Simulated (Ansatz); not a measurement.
Computed with Ansatz.

ClFH$_{5}$NSi$_{2}$ (`F[SiH2]N[SiH2]Cl`) at its PBE0-D4/def2-TZVP geometry, where that method's forces vanish. Total charge 0; spin multiplicity 1.

| atom | x (Å) | y (Å) | z (Å) |
| --- | --- | --- | --- |
| F1 | -1.019 | 1.046 | -2.225 |
| Si2 | 0.286 | 0.692 | -1.372 |
| N3 | -0.008 | -0.583 | -0.267 |
| Si4 | -0.370 | -0.454 | 1.404 |
| Cl5 | 1.267 | -0.862 | 2.586 |
| H6 | 0.644 | 1.899 | -0.599 |
| H7 | 1.316 | 0.282 | -2.351 |
| H8 | 0.063 | -1.522 | -0.636 |
| H9 | -1.403 | -1.438 | 1.790 |
| H10 | -0.776 | 0.941 | 1.671 |

For each bond, give half the difference of the two atoms' forces along it (eV/Å; positive pushes the atoms apart) under PBE-D4, r2SCAN-D4, B3LYP-D4, ωB97M-V in def2-TZVPP. (An estimate is asked.)

The calculation gave: 
```tsv
bond	length (Å)	PBE-D4	r2SCAN-D4	B3LYP-D4	ωB97M-V
F1–Si2	1.599	0.49	0.03	0.21	0.17
Si2–N3	1.713	0.03	0.02	0.07	0.07
Si2–H6	1.478	-0.01	-0.03	-0.11	-0.16
Si2–H7	1.479	-0.01	-0.04	-0.14	-0.17
N3–Si4	1.715	0.09	0.02	0.07	0.08
N3–H8	1.011	0.17	0.03	-0.03	-0.03
Si4–Cl5	2.059	0.14	0.05	0.22	0.09
Si4–H9	1.479	0.04	-0.04	-0.14	-0.16
Si4–H10	1.477	0.04	-0.03	-0.12	-0.15
```

B3LYP here is the variant with VWN-RPA as its local correlation; programs differ in this.
